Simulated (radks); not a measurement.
All-electron atom: Pm III in [Kr] 4d10 4f5 5s1.5 5p6 6p0.5 (fractional occupations, a model configuration). Method: scalar-relativistic Kohn-Sham, AM05, spin-unpolarised, spherical densities, finite nucleus; Fermi nuclear charge, rms radius 4.962 fm; computed with a radial shooting solver on a logarithmic mesh with Libxc functionals.

Radial electron density D(r) = 4 pi r^2 rho(r):

| r (bohr) | D(r) (e/bohr) |
|---|---|
| 0.003313 | 21.77 |
| 0.004491 | 32.50 |
| 0.006135 | 46.48 |
| 0.008314 | 61.50 |
| 0.01136 | 74.70 |
| 0.01539 | 80.71 |
| 0.02103 | 77.67 |
| 0.02873 | 71.55 |
| 0.03894 | 75.81 |
| 0.0532 | 94.79 |
| 0.07209 | 106.8 |
| 0.09849 | 92.42 |
| 0.1335 | 79.17 |
| 0.1824 | 91.25 |
| 0.2491 | 80.58 |
| 0.3376 | 43.39 |
| 0.4613 | 39.11 |
| 0.6251 | 40.82 |
| 0.854 | 22.20 |
| 1.157 | 11.48 |
| 1.581 | 7.522 |
| 2.16 | 3.014 |
| 2.928 | 0.6596 |
| 4 | 0.2019 |
| 5.421 | 0.09171 |
| 7.405 | 0.01537 |
| 10.04 | 0.0006751 |

D(r) has 4 maxima, at r = 0.0162, 0.0715, 0.201, 0.554 bohr, and minima at 0.0309, 0.132, 0.399 bohr, inside which lie 1.94, 11.19, 29.12 electrons.
